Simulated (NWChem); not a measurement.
System: SnH2O2, singlet; SMILES [Sn]([OH])[OH]

The following NWChem deck was run.

```
start job
memory heap 200 mb stack 900 mb global 1100 mb
geometry units angstroms noautoz
  Sn     0.358543    -0.001420     0.000000
  O     -0.999334    -1.454838     0.000000
  H     -1.891464    -1.079591     0.000000
  O     -1.082993     1.395632     0.000000
  H     -0.781264     2.311060     0.000000
end
basis spherical
  Sn library def2-tzvp
  O library def2-tzvp
  H library def2-tzvp
end
ecp
  Sn library def2-ecp
end
dft
  xc xpbe96 cpbe96
  iterations 150
  mulliken
end
task dft gradient
```

Parts of the log:

```
             Northwest Computational Chemistry Package (NWChem) 7.3.0
             --------------------------------------------------------

 CS  symmetry detected

                             Geometry "geometry" -> ""
                             -------------------------

 Output coordinates in angstroms (scale by  1.889725989 to convert to a.u.)

  No.       Tag          Charge          X              Y              Z
 ---- ---------------- ---------- -------------- -------------- --------------
    1 Sn                  50.0000     0.37837119    -0.02748140     0.00000000
    2 O                    8.0000    -1.03951767    -1.42241689     0.00000000
    3 H                    1.0000    -1.91505087    -1.00992705     0.00000000
    4 O                    8.0000    -1.00304283     1.42904723     0.00000000
    5 H                    1.0000    -0.66302446     2.33095428     0.00000000

 Effective nuclear repulsion energy (a.u.)     256.2690493021

      Symmetry information
      --------------------

 Group name             Cs
 Group number              2
 Group order               2
 No. of unique centers     5

 Summary of "ao basis" -> "ao basis" (spherical)
 ------------------------------------------------------------------------------
       Tag                 Description            Shells   Functions and Types
 ---------------- ------------------------------  ------  ---------------------
 Sn                        def2-tzvp                16       50   6s5p3d2f
 O                         def2-tzvp                11       31   5s3p2d1f
 H                         def2-tzvp                 4        6   3s1p

      Symmetry analysis of basis
      --------------------------

        a'         85
        a"         39

            General Information
            -------------------
          SCF calculation type: DFT
          Wavefunction type:  closed shell.
          No. of atoms     :     5
          No. of electrons :    40
           Alpha electrons :    20
            Beta electrons :    20
          Charge           :     0
          Spin multiplicity:     1
          Use of symmetry is: on ; symmetry adaption is: on
          Maximum number of iterations: 150
          AO basis - number of functions:   124
                     number of shells:    46
          Convergence on energy requested:  1.00D-06
          Convergence on density requested:  1.00D-05
          Convergence on gradient requested:  5.00D-04

              XC Information
              --------------
          PerdewBurkeErnzerhof Exchange Functional  1.000
            Perdew 1991 LDA Correlation Functional  1.000 local
           PerdewBurkeErnz. Correlation Functional  1.000 non-local

             Grid Information
             ----------------
          Grid used for XC integration:  medium
          Radial quadrature: Mura-Knowles
          Angular quadrature: Lebedev.
          Tag              B.-S. Rad. Rad. Pts. Rad. Cut. Ang. Pts.
          ---              ---------- --------- --------- ---------
          Sn                  1.45      123          10.0       590
          O                   0.60       49          11.0       434
          H                   0.35       45          11.0       434
          Grid pruning is: on
          Number of quadrature shells:   311
          Spatial weights used:  Erf1

      Superposition of Atomic Density Guess
      -------------------------------------

 Sum of atomic energies:        -399.68033660

      Non-variational initial energy
      ------------------------------

 Total energy =    -364.121765
 1-e energy   =    -833.908394
 2-e energy   =     343.846525
 HOMO         =      -0.314545
 LUMO         =      -0.043076

      Symmetry analysis of molecular orbitals - initial
      -------------------------------------------------

  Numbering of irreducible representations:

     1 a'          2 a"

  Orbital symmetries:

     1 a'          2 a'          3 a'          4 a'          5 a'
     6 a"          7 a'          8 a'          9 a'         10 a"
    11 a"         12 a'         13 a'         14 a'         15 a'
    16 a'         17 a'         18 a"         19 a"         20 a'
    21 a"         22 a'         23 a'         24 a'         25 a'
    26 a"         27 a'         28 a'         29 a'         30 a"

     ---------------------------------------------
      Total Density - Mulliken Population Analysis
     ---------------------------------------------

    Atom       Charge   Shell Charges
 -----------   ------   -------------------------------------------------------
    1 Sn  22    20.72   0.29 -0.77  1.54  0.94  1.03  0.92 -0.39  6.35  0.32  0.29  0.07  8.95  1.05  0.08  0.05  0.00
    2 O    8     9.06   0.79  1.18  0.60  0.97  0.26  2.04  2.23  0.96  0.00  0.01  0.00
    3 H    1     0.57   0.20  0.26  0.07  0.04
    4 O    8     9.07   0.79  1.18  0.60  0.97  0.27  2.05  2.23  0.98  0.00  0.01  0.00
    5 H    1     0.57   0.20  0.26  0.07  0.04

[...]

                         DFT ENERGY GRADIENTS

    atom               coordinates                        gradient
                 x          y          z           x          y          z
   1 Sn      0.715018  -0.051932   0.000000   -0.003579   0.000728   0.000000
   2 O      -1.964404  -2.687978   0.000000   -0.005258   0.006041   0.000000
   3 H      -3.618921  -1.908485   0.000000    0.006708  -0.003313   0.000000
   4 O      -1.895476   2.700508   0.000000    0.004953   0.003980   0.000000
   5 H      -1.252935   4.404865   0.000000   -0.002824  -0.007437   0.000000
```

Level: PBE/def2-TZVP with def2 effective core potentials on Sn. Low-valent species are run as closed-shell singlets; no triplet was tried in these runs. The geometry was optimised at PBE0/def2-SVP. def2 effective core potentials on Sn; no spin-orbit coupling.
